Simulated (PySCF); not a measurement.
**Dipole response of Os⁺ (osmium, charge +1)**

[Xe] 4f14 5d5 6s1 6p1, high-spin 8P determinant (an excited configuration). All numbers are calculated (PySCF 2.14, scalar relativity through the core potential, in aug-cc-pwCVTZ-PP with ECP60MDF). Coupled (time-dependent) response in atomic units; α is the mean over directions.

| method | mean α (bohr³) | α xx, yy, zz | C₆ (like pair) | S(−4) |
| --- | --- | --- | --- | --- |
| PBE0 | 37.48 | 33.86, 44.73, 33.86 | 341.3 | 541.0 |

S(−4) is the Cauchy moment in α(ω) = α(0) + S(−4) ω² + …

Spin-orbit coupling is absent.

α(iu) at PBE0:

| u (hartree) | α(iu) (bohr³) |
| --- | --- |
| 0 | 37.48 |
| 0.0500 | 36.19 |
| 0.100 | 32.94 |
| 0.200 | 25.05 |
| 0.300 | 18.82 |
| 0.500 | 11.74 |
| 0.750 | 7.656 |
| 1.00 | 5.543 |
| 1.50 | 3.392 |
| 2.00 | 2.313 |
| 3.00 | 1.270 |
| 5.00 | 0.5417 |

For an ion, C₆ is the dispersion term alone; charge-induced terms of lower order in 1/R come first.

The components differ because the open shell of this determinant is not spherical; for a pure term their mean is the scalar polarisability.

Energies and moments cover only the electrons outside the core potential. Spin-orbit coupling, absent here, splits the open shell strongly.
